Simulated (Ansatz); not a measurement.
`[CH3][GeH2][TeH]` + `C[SiH]` → `[GeH3][TeH]` + `CC[SiH]`  (redistribution)

Program: Ansatz. Geometries: PBE0-D4/def2-TZVP. ΔE: electronic, gas phase. CCSD(T)/CBS adds triple-zeta CCSD(T) − MP2 to the extrapolated MP2 energy (def2 sets, frozen cores). This one scheme is used for every species. DFT in def2-TZVPP. B3LYP here is the variant with VWN-RPA as its local correlation; programs differ in this. Elements past krypton have def2 core potentials. For Ge, Te outer-core shells are correlated without core-valence functions, which leaves a few kJ/mol of doubt a bond. Scalar relativity is left out up to krypton.

| level | ΔE (kJ/mol) | difference from CCSD(T)/CBS |
| --- | --- | --- |
| revPBE-D4 | 42.4 | -6.9 |
| PBE0-D4 | 44.4 | -4.9 |
| B3LYP-D4 | 45.2 | -4.1 |
| r2SCANh-D4 | 46.9 | -2.4 |
| BHLYP-D4 | 45.7 | -3.6 |
| PBE | 43.7 | -5.6 |
| revPBE | 45.1 | -4.2 |
| r2SCAN | 46.9 | -2.4 |
| B3LYP | 44.7 | -4.6 |
| r2SCANh | 46.7 | -2.6 |
| r2SCAN0 | 46.4 | -2.9 |
| HF/def2-SVP | 36.0 | -13.3 |
| CCSD(T)/def2-SVP | 32.0 | -17.3 |
| SCS-MP2/def2-TZVPP | 49.2 | -0.1 |
| SCS-MP2/def2-QZVPP | 49.3 | 0.0 |
| CCSD/CBS(def2) | 48.8 | -0.5 |
| CCSD(T)/CBS | 49.3 | 0 |

Largest T1 diagnostic among the species: 0.012.

In def2-TZVPP, CCSD(T) changes the Hartree–Fock value by +5.0 kJ/mol (the triples alone add +0.4 kJ/mol) and MP2 by +8.8 kJ/mol. Leaving LDA and LC-ωPBE aside and taking each functional with its dispersion term where it has one, the values, not all of them listed here, spread over 4.9 kJ/mol, from revPBE-D4 to B2PLYP. LDA lies −5.4 kJ/mol from PBE without D4.
